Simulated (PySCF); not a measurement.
PySCF 2.14 output of an unrestricted PBE0 calculation on a single atom or ion in x2c-TZVPPall, with the spin-free X2C one-electron Hamiltonian (Gaussian nucleus):

```
SCF conv_tol = 1e-09
number electrons alpha = 36  beta = 33
    C. Adamo and V. Barone.,  J. Chem. Phys. 110, 6158 (1999)
    M. Ernzerhof and G. E. Scuseria.,  J. Chem. Phys. 110, 5029 (1999)
cycle= 1 E= -13566.8575092181  delta_E= -0.0048  |g|= 0.603  |ddm|= 0.395
cycle= 2 E= -13566.7285177031  delta_E= 0.129  |g|= 1.42  |ddm|= 0.535
cycle= 3 E= -13566.888256451  delta_E= -0.16  |g|= 0.0394  |ddm|= 0.336
cycle= 4 E= -13566.8884472792  delta_E= -0.000191  |g|= 0.00822  |ddm|= 0.0203
cycle= 5 E= -13566.8884552148  delta_E= -7.94e-06  |g|= 0.000282  |ddm|= 0.00469
cycle= 6 E= -13566.8884554915  delta_E= -2.77e-07  |g|= 0.000153  |ddm|= 0.0014
cycle= 7 E= -13566.8884555311  delta_E= -3.97e-08  |g|= 2.28e-05  |ddm|= 0.000717
cycle= 8 E= -13566.8884555315  delta_E= -3.66e-10  |g|= 1e-06  |ddm|= 8.65e-05
converged SCF energy = -13566.8884555315  <S^2> = 3.750295  2S+1 = 4.0001475
```

The run itself started from symmetry-adapted Hartree-Fock orbitals and held the occupation by maximum overlap, on a logarithmic radial grid, so the iterations belong to that start.

Q: Which element, charge and spin multiplicity is this?

A: Tm (thulium, neutral), multiplicity 4; the state was [Xe] 4f13 6s1 6p1, one real determinant (an excited configuration).

⟨L²⟩ = 14.04 against 20 for a pure G term, so this real determinant mixes terms. Spin-orbit coupling, absent here, splits the open shell strongly.
